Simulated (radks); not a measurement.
V I, configuration [Ar] 3d3 4s2 (the NIST ground configuration).

Method: scalar-relativistic Kohn-Sham, PBE, spin-polarised, spherical densities, finite nucleus; open shells are filled with parallel spins first; Fermi nuclear charge, rms radius 3.6002 fm; computed with a radial shooting solver on a logarithmic mesh with Libxc functionals.

Energy parts (hartree):
part                       energy
total                  -949.06916
kinetic                 957.86507
electron-nucleus      -2259.10952
Hartree                 397.37350
exchange-correlation    -45.19821

Orbitals (lengths in bohr, moments of r in powers of bohr; r(max) is where P^2 peaks):
| orbital | occ. | eigenvalue (hartree) | <r^4> | r(max) | <r^2> | <1/r> |
|---|---|---|---|---|---|---|
| 1s down | 1 | -197.1292 | 0.00009070 | 0.04349 | 0.005937 | 22.84 |
| 1s up | 1 | -197.1288 | 0.00009070 | 0.04349 | 0.005937 | 22.84 |
| 2s up | 1 | -22.14378 | 0.02222 | 0.2556 | 0.1124 | 4.796 |
| 2s down | 1 | -22.10872 | 0.02210 | 0.2555 | 0.1122 | 4.802 |
| 2p up | 3 | -18.48411 | 0.01766 | 0.2081 | 0.09271 | 4.698 |
| 2p down | 3 | -18.45719 | 0.01753 | 0.2080 | 0.09241 | 4.703 |
| 3s up | 1 | -2.61484 | 1.750 | 0.8197 | 1.038 | 1.485 |
| 3s down | 1 | -2.51177 | 1.767 | 0.8197 | 1.041 | 1.483 |
| 3p up | 3 | -1.65224 | 2.610 | 0.8453 | 1.218 | 1.351 |
| 3p down | 3 | -1.55067 | 2.679 | 0.8455 | 1.228 | 1.347 |
| 3d up | 3 | -0.22062 | 20.66 | 0.8916 | 2.683 | 0.9697 |
| 4s up | 1 | -0.18288 | 261.8 | 2.711 | 12.46 | 0.3971 |
| 4s down | 1 | -0.15740 | 337.6 | 2.864 | 14.05 | 0.3714 |
| 3d down | 0 | -0.13305 | 38.99 | 0.8998 | 3.407 | 0.9201 |

The highest occupied level is 4s down at -4.283 eV. The electron density at the nucleus is 9949 e/bohr^3 (large components only). The density falls to 0.001 e/bohr^3 at r = 4.73 bohr. For comparison, the ionisation energy in NIST's Atomic Spectra Database is 6.746 eV (measured). In exact Kohn-Sham theory the highest level is minus the ionisation energy, but local and semilocal functionals leave it too shallow, through self-interaction and a potential that decays too fast; potentials with the right tail come closer.
